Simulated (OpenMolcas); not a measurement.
A calculation on Ru III.

```
Program             : OpenMolcas 26.06
Method              : RASSCF
Basis               : ANO-RCC-VQZP [8s7p5d3f2g1h]
Scalar Hamiltonian  : DKH2, point nucleus
Active space        : 12 electrons in 8 orbitals (RAS1 4p, at most 2 holes; RAS2 4d)
State averaging     : 2S+1 = 5 even, 5 roots; 2S+1 = 3 even, 45 roots; 2S+1 = 1 even, 49 roots
Spin-orbit coupling : RASSI with atomic mean-field integrals over the reference wave functions, term energies averaged over their components
```

**Question.** Which level of the active space comes out lowest?

**Answer.** 4d6 5D4, with 99 % of that term; it is also the measured ground level.

**Question.** How high does 4d6 3P0(1) lie?

**Answer.** 20889 cm-1 above the lowest level.

**Question.** How high does 4d6 3F2(1) lie?

**Answer.** 20316 cm-1 above the lowest level.

**Question.** How high does 4d6 3P1(1) lie?

**Answer.** 20217 cm-1 above the lowest level.

**Question.** The level at 18444 cm-1 has J = 4. What is it made of, and what is its g factor?

**Answer.** 50 % 4d6 3F4(1), 27 % 4d6 3H, 14 % 4d6 3G; g = 1.083, against 1.251 from Landé's formula for the pure leading term.

Measured values: Moore, Atomic Energy Levels, vol. III, NSRDS-NBS 35 (1971 reprint of NBS Circular 467, 1958).

Without dynamic correlation excited terms often stand tens of per cent too high (terms of higher spin than the ground term too low), and those without a measured partner can miss by more than the paired ones. Active for correlation alone: 4p; no level in the range computed is led by a configuration that opens it, so any true level of that kind is missing. Computed and measured levels are paired by configuration, term and J; levels that our copy of the source lacks, or whose pairing is in doubt (as where it misses far off the trend of its configuration), stay unpaired and out of the deviations. Only configurations of the active space appear.

A number in round brackets counts repeated terms of one configuration in the order of the reference energies.
